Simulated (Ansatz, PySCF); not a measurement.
diphosphane cation (H4P2), SMILES PP (connectivity only; charge and spin as stated), charge +1, multiplicity 2. Atoms are numbered in the order given.

```xyz
6

P     -0.9745    -0.3751    -0.0746
P      1.0121     0.3761     0.0608
H     -1.5857     0.1292     1.0944
H     -1.5465     0.4189    -1.0929
H      1.5835    -0.4177     1.0796
H      1.6237    -0.1290    -1.1078
```
Charge +1, spin multiplicity 2.

The structure is a stationary point at PBE0-D3(BJ)/def2-TZVP. The multiplicity is an assumed one; other spin states were not compared.

Two levels are set side by side: PBE-D3(BJ)/def2-TZVP (Ansatz, a quantum-chemistry and plane-wave program) and PBE0-D3(BJ)/def2-TZVP (Ansatz). Each level has its own optimised geometry; the coordinates shown are those of the second. Frequencies come from the Hessian of PySCF at each geometry. Differences are taken from unrounded values.

| quantity | PBE0-D3(BJ) | PBE-D3(BJ) | PBE-D3(BJ) minus PBE0-D3(BJ) |
|---|---|---|---|
| mean bond length (Å) | 1.555 | 1.568 | 0.013 |
| bond P1–P2 (Å) | 2.128 | 2.146 | 0.018 |
| bond P1–H3 (Å) | 1.412 | 1.424 | 0.011 |
| bond P1–H4 (Å) | 1.412 | 1.424 | 0.011 |
| bond P2–H5 (Å) | 1.412 | 1.424 | 0.011 |
| bond P2–H6 (Å) | 1.412 | 1.424 | 0.011 |
| highest harmonic wavenumber (cm⁻¹) | 2485 | 2401 | -84 |
| mean harmonic wavenumber (cm⁻¹) | 1273 | 1232 | -42 |
| zero-point energy (kcal/mol) | 21.84 | 21.13 | -0.71 |

GGA bonds tend to be longer and softer than those of functionals with exact exchange. Differences between two approximate levels are no errors against the true value.
